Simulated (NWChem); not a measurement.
Atomisation of CHF

```xyz
3

C      0.5606    -0.4527     0.0000
F     -0.5266     0.2642     0.0000
H      1.3753     0.3381     0.0000
```
Charge 0, spin multiplicity 1.

The numbers come from NWChem runs, not from measurements. All single points use one geometry, from B3LYP/def2-SVP, a minimum by its harmonic frequencies.

Basis set: def2-TZVP. The atomisation energy is electronic alone: no zero-point, thermal, spin-orbit or counterpoise terms. No value is extrapolated to the basis-set limit. Free atoms are single determinants with multiplicities C 3, F 2, H 2. Correlated methods freeze the same cores in atoms and molecule, 2 orbitals in all.

B3LYP has NWChem's definition, with VWN1-RPA local correlation. The structure started from a generated list of species. No SCF solution was tested for a lower state. Open-shell Hartree-Fock references start from PBE0 orbitals. Coupled-cluster values serve here as a point of comparison, not as the truth.

**Question.** Order these methods by the atomisation energy they give, lowest first: BP86, PBE0, B3LYP, BHandHLYP, HF, CCSD(T).

**Answer.** HF (134.2 kcal/mol), BHandHLYP (197.4 kcal/mol), CCSD(T) (204.2 kcal/mol), PBE0 (210.4 kcal/mol), B3LYP (211.5 kcal/mol), BP86 (223.2 kcal/mol)
